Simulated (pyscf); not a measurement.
A first-order saddle from PySCF, ωB97X-D3(BJ)/def2-SVP:

```
C
H 1 1.0972
C 1 1.5046 2 118.09
H 3 1.1025 1 112.85 2 -39.44
H 3 1.1031 4 107.77 1 123.77
H 3 1.1063 4 107.29 5 114.32
Si 1 1.8453 2 118.09 3 -178.75
H 7 1.4895 1 116.14 2 -25.75
H 7 1.4897 8 114.32 1 136.63
H 1 1.5639 2 102.77 3 -122.05
```
Charge 0, spin multiplicity 2.

Surface: doublet, charge 0. Lowest wavenumbers (cm⁻¹): 1843i, 147, 173, 238, 526.

### Question
What reaction is this the transition state of?

### Answer
`[CH3][CH][SiH3]` [doublet] ⇌ `[CH3][CH2][SiH2]` [doublet], a hydrogen shift read from left to right: H–Si broken and C–H formed. At ωB97M-D3(BJ)/def2-TZVP it lies +40.9 kcal/mol from the left side and +46.9 kcal/mol from the right (each side as separated species at their lowest minima found). H₃C–CH•–SiH₃ lies 17.7 kcal/mol over its isomer H₃C–SiH•–CH₃ (electronic energy, ωB97M-D3(BJ)/def2-TZVP). H₃C–CH₂–SiH₂• lies 11.7 kcal/mol over its isomer H₃C–SiH•–CH₃ (electronic energy, ωB97M-D3(BJ)/def2-TZVP). This is the saddle that the search found; another between the same sides may lie lower.
